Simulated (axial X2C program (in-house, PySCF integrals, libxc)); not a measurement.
## Spin–orbit effects down a group: molecules with H, MP2

All values come from calculations with an axial X2C code built on PySCF integrals, spin-free (one-electron X2C) or two-component (2c: spin–orbit coupling with atomic mean-field Coulomb and Gaunt terms, which also bring small scalar terms), in Dyall basis sets with cores contracted in-house; open shells are unrestricted.

Basis sets: Cr dyall-cv3z, H dyall-v3z, Mo dyall-cv3z, W dyall-v3z. Frozen shells (counts by l): CrH Cr 3s2p, H none, 7 electrons correlated; MoH Mo 3s2p1d, H none, 15 electrons correlated; WH W 4s3p2d, H none, 29 electrons correlated. Where the outer core of a metal is frozen, bonds come out longer and ionisation energies lower. Frozen cores can differ along the series, which adds to the trend.

| molecule | spin-free state | Re (Å) | ωe (cm⁻¹) | De (eV) | 2c state | Re 2c (Å) | ωe 2c (cm⁻¹) | De 2c (eV) |
| --- | --- | --- | --- | --- | --- | --- | --- | --- |
| CrH | M_S = 5/2, Λ = 0 | 1.586 | 1740.9 | 1.62 | Ω = 5/2 | 1.585 | 1743.5 | 1.62 |
| MoH | M_S = 5/2, Λ = 0 | 1.702 | 1814.5 | 2.18 | Ω = 5/2 | 1.702 | 1813.4 | 2.18 |
| WH | M_S = 5/2, Λ = 0 | 1.680 | 2022.8 | n/a | Ω = 5/2 | 1.680 | 2019.7 | n/a |

Each entry is the lowest single determinant of a limited PBE0 search at one distance. De goes to single-determinant-based atoms at the same level (for ions the charge split of lowest energy) and is withheld (n/a) where an atom does not fit its ground term or J level. Main or longest-lived isotopes. One determinant is a doubtful description, or other states lie close, for CrH, MoH, WH; these need not be ground states, and all values refer to the states named. With several unpaired electrons the Ω given is that of one determinant, not necessarily of the lowest component.
